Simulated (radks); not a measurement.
Spin polarisation of the 3d8 shell in Ni. Start: [Ar] 3d(up 4, down 4) 4s2; electrons of 3d are moved from spin down to spin up, other shells keep equal spins. All-electron calculation, scalar-relativistic Kohn-Sham, PBEsol, spin-polarised, spherical densities, finite nucleus; Fermi nuclear charge, rms radius of each element as measured or else 0.836 A^(1/3) + 0.57 fm. Program: a radial shooting solver on a logarithmic mesh with Libxc functionals.

| moment (Bohr magnetons) | E - E(0) (eV) | e(3d up) (eV) | e(3d down) (eV) | 4s down minus up (eV) |
|---|---|---|---|---|
| 0 | 0.000 | -8.901 | -8.901 | 0.000 |
| 0.5 | -0.062 | -9.141 | -8.649 | 0.086 |
| 1 | -0.246 | -9.369 | -8.385 | 0.172 |
| 1.5 | -0.554 | -9.586 | -8.110 | 0.259 |
| 2 | -0.984 | -9.790 | -7.822 | 0.347 |

At moment 2 the spin-polarisation energy is -0.984 eV and the 3d exchange splitting 1.968 eV, that is 0.984 eV per Bohr magneton; E = -I m^2/4 would give I = 0.984 eV.
